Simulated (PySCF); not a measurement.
# Vertical excitation energies

Compound: CH10OSi3.
SMILES: `[SiH2]([SiH3])[Si@H](O)C`

Method used: TDDFT PBE0/def2-SVPD, vertical, gas phase, core orbitals frozen in the response in PySCF. Isolated species at its GFN2-xTB geometry (one conformer only). Torsions of this conformer, `[CH3:1][Si@@H:2]([OH:3])[SiH2:4][SiH3:5]`: C1–Si2–Si4–Si5 -99°, H–O3–Si2–C1 -52°.

| state | E (eV) | E (kJ/mol) | λ (nm) | f | main configurations (H = HOMO, L = LUMO) |
| --- | --- | --- | --- | --- | --- |
| S1 | 6.30 | 608 | 196.9 | 0.133 | H→L (91%) |
| S2 | 6.50 | 628 | 190.6 | 0.0090 | H-1→L (95%) |
| S3 | 6.73 | 650 | 184.2 | 0.0068 | H→L+1 (96%) |
| S4 | 6.97 | 673 | 177.9 | 0.077 | H-2→L (88%) |
| S5 | 7.31 | 705 | 169.7 | 0.036 | H-1→L+1 (94%) |
| S6 | 7.35 | 710 | 168.6 | 0.014 | H→L+2 (84%) |

Triplets (Tamm–Dancoff): T1 5.45 eV, H→L (93%); T2 6.06 eV, H→L+1 (89%).

The lowest singlet lies at 6.30 eV (197 nm, vacuum ultraviolet) and is of moderate strength; its leading configuration is HOMO→LUMO (91%). The lowest level is also the most intense of those listed (f = 0.133). Löwdin shares by element: HOMO silicon 64%, carbon 9% (atoms not listed hold the other 27%); LUMO silicon 62%, oxygen 8% (atoms not listed hold the other 30%). Weighted by f, the mean energy of these states is 6.69 eV. Orbital energies (eV): HOMO-3 -9.30, HOMO-2 -8.61, HOMO-1 -8.38, HOMO -7.98, LUMO -0.57, LUMO+1 0.04, LUMO+2 0.44. Of the 6 states listed, 4 reach f = 0.01 and none stays under 0.0005. The window holds the lowest 6 singlets.
